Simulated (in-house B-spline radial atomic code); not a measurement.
Solving the quasi-particle equation for 4s of Ga⁺

Configuration [Ar] 3d10 4s2, start r2SCAN; correlation leaves out the 2 deepest shells. Computed with a B-spline radial code for spherical atoms: all electrons, scalar-relativistic (spin-free one-electron X2C), finite nucleus, each spin shell either full or empty, empty states to l = 9 with an (l + 1/2)⁻⁴ tail; G0W0 by contour deformation at full frequency.

At the mean-field level ε = -16.607 eV the matrix elements are Σx = -14.568 eV, v_xc = -12.039 eV and Σc(ε) = -2.013 eV, and the slope of the correlation self-energy is dΣc/dω = -0.0789. The quasi-particle energy solves E = ε + Σx − v_xc + Σc(E).

Problem. What does the linearised equation give?

Solution. Z = 1/(1 − dΣc/dω) = 1/1.0789 = 0.9269. The first-order shift is Σx − v_xc + Σc(ε) = -14.568 − (-12.039) + (-2.013) = -4.542 eV, so E ≈ ε + Z × shift = -16.607 + 0.9269 × (-4.542) = -20.817 eV.

Problem. How does that compare with the full solution and with static screening?

Solution. Solving the equation at full frequency dependence gives E = -20.831 eV, where Σc = -1.694 eV and the weight is 0.931; the linearised value is off by 14 meV. Leaving Z out would give -21.149 eV. Static COHSEX puts -3.703 eV in place of Σc and gives -22.839 eV, 2.01 eV deeper. The tabulated removal energy is 20.515 eV (NIST, measured); the run leaves out spin-orbit coupling, Breit and QED terms.
